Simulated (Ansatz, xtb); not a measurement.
Species: ReCl, charge 0, multiplicity 5. The spin state was set by rule; other spins were not relaxed. SMILES: [Cl][Re]
Geometry from a B3LYP-D3(BJ)/def2-TZVP (Ansatz, a first-principles code) optimisation:
```xyz
2

Re     0.0000     0.0000    -0.4084
Cl     0.0000     0.0000     1.8020
```
Charge 0, spin multiplicity 5.

Harmonic wavenumbers from GFN2-xTB (xtb, at its own minimum), cm⁻¹: 467.

Task: Give the harmonic wavenumbers at B3LYP-D3(BJ)/def2-TZVP (Ansatz, finite differences of forces, unscaled).

Result: 404 cm⁻¹. Zero-point energy 0.6 kcal/mol.

Task: From these and the geometry, give the ideal-gas thermochemistry at 298.15 K and 1 atm (rigid rotor, harmonic oscillator).

Result: Point group C∞v, rotational symmetry number 1. Rotational constants 3.473, 3.473 GHz. S(trans) 42.09, S(rot) 16.87, S(vib) 0.95, S(elec, spin only) 3.20, S 63.1 cal/(mol K). H(298) - H(0) 2.27 kcal/mol; G - E(el) -16.0 kcal/mol.
